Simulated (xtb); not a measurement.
xtb input (GFN2-xTB):

```bash
xtb mol.xyz --gfn 2 --ohess tight --chrg 1 --uhf 0
```
mol.xyz:
```
3

Sb     0.61934785    -0.05867878     0.80064214
Cl     1.04905212     0.30357207    -1.46898039
Cl    -1.67431603    -0.26879734     0.74554782
```

End of the output:

```
   ------------------------------------------------------------------------
    298.15    0.521914E-02    0.705244E-02    0.347241E-01   -0.276716E-01
   ------------------------------------------------------------------------

         :::::::::::::::::::::::::::::::::::::::::::::::::::::
         ::                  THERMODYNAMIC                  ::
         :::::::::::::::::::::::::::::::::::::::::::::::::::::
         :: total free energy         -10.971863710887 Eh   ::
         ::.................................................::
         :: total energy              -10.944192070378 Eh   ::
         :: zero point energy           0.001833296724 Eh   ::
         :: G(RRHO) w/o ZPVE           -0.029504937233 Eh   ::
         :: G(RRHO) contrib.           -0.027671640509 Eh   ::
         :::::::::::::::::::::::::::::::::::::::::::::::::::::

optimized geometry written to: xtbopt.xyz

           -------------------------------------------------
          | TOTAL ENERGY              -10.944192070378 Eh   |
          | TOTAL ENTHALPY            -10.937139631344 Eh   |
          | TOTAL FREE ENERGY         -10.971863710887 Eh   |
          | GRADIENT NORM               0.000410346444 Eh/α |
          | HOMO-LUMO GAP               2.164231607473 eV   |
           -------------------------------------------------

------------------------------------------------------------------------
------------------------------------------------------------------------
 total:
 SCF:
 ANC optimizer:
 analytical hessian:
```

It need not be the lowest isomer of its formula.
